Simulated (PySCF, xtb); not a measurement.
ReO₃Br, SMILES [Re](=[O])(=[O])(=[O])[Br], multiplicity 1.

Harmonic wavenumbers (cm⁻¹) from GFN2-xTB run with xtb 6.7.1 at its own minimum, in rising order: 151, 151, 202, 249, 249, 263, 866, 923, 923.

**Question.** What does B3LYP-D3(BJ)/def2-SVP (PySCF) give at its own minimum? (An estimate is asked for; the answer gives what the named calculation found.)

**Answer.** 167, 167, 245, 337, 343, 343, 1004, 1004, 1039. Paired by order, the mean absolute difference is 75 cm⁻¹ and the zero-point energies are 5.7 and 6.6 kcal/mol.
